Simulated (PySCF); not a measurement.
# Bonding in `[H]/N=C\c1ccc(N)s1`

C5H6N2S.
Atom-mapped SMILES: `[H]/[N:1]=[CH:2]\[c:3]1[cH:4][cH:5][c:6]([NH2:7])[s:8]1` (hydrogens: H9 on N1; H10 on C2; H11 on C4; H12 on C5; H13, H14 on N7)

Cartesian coordinates in Å at the GFN2-xTB level; atoms count from 1:
```xyz
14
C5H6N2S angstrom
N     -3.121    0.114   -1.168
C     -2.455   -0.053   -0.106
C     -1.032   -0.032    0.082
C     -0.324   -0.208    1.243
C      1.066   -0.127    1.082
C      1.435    0.118   -0.216
N      2.698    0.326   -0.703
S      0.062    0.247   -1.263
H     -2.550    0.289   -1.996
H     -3.028   -0.241    0.800
H     -0.802   -0.395    2.188
H      1.776   -0.239    1.882
H      2.819    0.244   -1.699
H      3.454   -0.044   -0.150
```

Bond orders from the PBE0/pcSseg-1 density (PySCF). Isolated species at its GFN2-xTB geometry (one conformer only).

(1) Where do the orders between heavy atoms depart from those drawn in the SMILES?

(2) Give the Mayer order of every bond, beside its length.

## Answers

(1) The largest departure is 0.436, at S8–C3 (drawn aromatic, 1.064), counting aromatic bonds as 1.5. Drawn single, order above 1.12: C6–N7 (1.157). The bonds drawn aromatic range from 1.06 to 1.48.

(2) 
| bond | drawn as | length (Å) | Mayer order |
| --- | --- | --- | --- |
| N1–C2 | double | 1.265 | 2.003 |
| C2–C3 | single | 1.436 | 1.062 |
| C3–C4 | aromatic | 1.371 | 1.483 |
| C4–C5 | aromatic | 1.401 | 1.303 |
| C5–C6 | aromatic | 1.372 | 1.452 |
| C6–N7 | single | 1.369 | 1.157 |
| C6–S8 | aromatic | 1.732 | 1.143 |
| S8–C3 | aromatic | 1.755 | 1.064 |
| N1–H9 | single | 1.021 | 0.941 |
| C2–H10 | single | 1.088 | 0.959 |
| C4–H11 | single | 1.076 | 0.982 |
| C5–H12 | single | 1.075 | 0.964 |
| N7–H13 | single | 1.007 | 0.932 |
| N7–H14 | single | 1.007 | 0.939 |

By pair of heavy elements: C–N: lowest C6–N7 (1.157, 1.369 Å), highest N1–C2 (2.003, 1.265 Å). C–C: lowest C2–C3 (1.062, 1.436 Å), highest C3–C4 (1.483, 1.371 Å). C–S: lowest S8–C3 (1.064, 1.755 Å), highest C6–S8 (1.143, 1.732 Å).

Question: Sum the orders of all bonds at each heavy atom with more than one neighbour and set the sums beside the valence in the SMILES.

Answer: N1 2.944 (drawn 3), C2 4.024 (drawn 4), C3 3.609 (drawn 4), C4 3.768 (drawn 4), C5 3.719 (drawn 4), C6 3.752 (drawn 4), N7 3.028 (drawn 3), S8 2.207 (drawn 2). Orders between atoms that aren't bonded are not in these sums.

Mayer orders depend on the basis set.

These values come from a run that also computed NMR shieldings. The run took 13 s of wall time on one thread, AMD EPYC 9R45 (x86_64), no GPU, on a shared host, and the process peaked at 0.76 GiB of memory.
